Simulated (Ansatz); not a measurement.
`FC1(Br)C=C1` + H₂ → `FC1C=C1` + HBr at 700 K and 1 bar (hydrogenolysis of a C–Br bond).

Program: Ansatz. Geometries: PBE0-D4/def2-TZVP. ΔE: electronic, gas phase. CCSD(T)/CBS is the MP2 limit (def2-TZVPP, def2-QZVPP) plus CCSD(T) − MP2 in def2-TZVPP, frozen cores. This one scheme is used for every species. For Br outer-core shells are correlated without core-valence functions, which leaves a few kJ/mol of doubt a bond. Scalar relativity is left out up to krypton.

| species | CCSD(T)/CBS energy (Eh) | H − E (kJ/mol) | S (J/(mol·K)) |
| --- | --- | --- | --- |
| `FC1(Br)C=C1` | -2788.36793 | 158.6 | 391.9 |
| H₂ | -1.17544 | 46.8 | 155.3 |
| `FC1C=C1` | -215.65206 | 175.8 | 337.8 |
| HBr | -2573.91920 | 36.5 | 223.7 |

H − E and S are ideal-gas, rigid-rotor, harmonic terms from PBE0-D4/def2-TZVP. The MP2-based limit puts H₂ 0.8 mEh under its directly extrapolated value; such offsets cancel only in part. 1 Eh = 2625.50 kJ/mol, R = 8.31446 J/(mol·K).

Q: By hand: ΔE, ΔH, ΔS and ΔG.

A: ΔE = (-215.65206) + (-2573.91920) − (-2788.36793) − (-1.17544) = -0.02789 Eh = -73.2 kJ/mol. Δ(H − E) = 175.8 + 36.5 − 158.6 − 46.8 = 6.9, so ΔH = -66.3 kJ/mol. ΔS = 337.8 + 223.7 − 391.9 − 155.3 = 14.3 J/(mol·K). ΔG = -66.3 − 700 × (14.3)/1000 = -76.3 kJ/mol.

Q: By hand: the equilibrium constant, and the temperature at which ΔG would vanish if ΔH and ΔS stayed fixed.

A: log₁₀ K = −ΔG/(RT ln 10) = 5.7. ΔH and −TΔS have one sign here, so there is no such temperature.

The number of gas molecules stays the same, so ΔS is small and ΔH decides. A doubt of 5 kJ/mol in ΔE shifts log₁₀ K by 0.4 here. These are equilibria of isolated gas molecules and say nothing of rates. Largest T1 diagnostic: 0.011 (customary marks: 0.02 for closed shells, 0.045 for open ones).
